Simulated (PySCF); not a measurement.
B(F)(H)(OAc) (C2H4BFO2), SMILES CC(=O)OBF.

The structure is a stationary point at B3LYP-D3(BJ)/def2-SVP. The structure was generated by enumeration, and PubChem lists no compound with its InChIKey, so it may never have been made. One conformer was computed; it need not be the lowest.

Computed with PySCF with TDDFT-M06-2X/def2-SVPD.

Vertical excitations. The molecule is in vacuum.

Computed lowest excited states:
```tsv
state	energy (eV)	λ (nm)	f	main pairs
S1	5.28	235	0.001	HOMO→LUMO 74 %, HOMO→LUMO+3 11 %
S2	7.93	156	0.037	HOMO−1→LUMO 26 %, HOMO→LUMO+3 19 %, HOMO→LUMO+2 17 %, HOMO→LUMO 15 %
S3	8.31	149	0.027	HOMO→LUMO+1 26 %, HOMO−1→LUMO 24 %, HOMO−3→LUMO 20 %, HOMO→LUMO+3 12 %
S4	8.34	149	0.066	HOMO→LUMO+1 58 %, HOMO−1→LUMO 12 %, HOMO−3→LUMO 12 %
S5	8.58	144	0.056	HOMO−2→LUMO 36 %, HOMO−1→LUMO 23 %, HOMO−3→LUMO 17 %, HOMO−4→LUMO 10 %
S6	8.95	138	0.024	HOMO−2→LUMO 23 %, HOMO−3→LUMO 22 %, HOMO→LUMO+2 11 %, HOMO−2→LUMO+3 8 %
S7	9.44	131	0.012	HOMO→LUMO+2 39 %, HOMO→LUMO+3 39 %, HOMO→LUMO+1 6 %
S8	9.63	129	0.095	HOMO−1→LUMO+1 27 %, HOMO−4→LUMO 19 %, HOMO−1→LUMO+2 15 %, HOMO−1→LUMO+3 9 %
S9	9.75	127	0.058	HOMO−1→LUMO+1 28 %, HOMO→LUMO+4 19 %, HOMO−4→LUMO 16 %
S10	9.80	127	0.011	HOMO→LUMO+4 33 %, HOMO−1→LUMO+1 28 %, HOMO−1→LUMO+3 13 %
T1	4.89	253	0	HOMO→LUMO 72 %, HOMO→LUMO+3 12 %
T2	6.35	195	0	HOMO−1→LUMO 65 %
T3	7.48	166	0	HOMO−2→LUMO 28 %, HOMO→LUMO+3 14 %, HOMO→LUMO+2 12 %, HOMO→LUMO 11 %
T4	8.01	155	0	HOMO−3→LUMO 54 %, HOMO−2→LUMO 15 %
```
Triplets are in the Tamm–Dancoff approximation, which puts them higher than full response would, so one can lie above its singlet here.
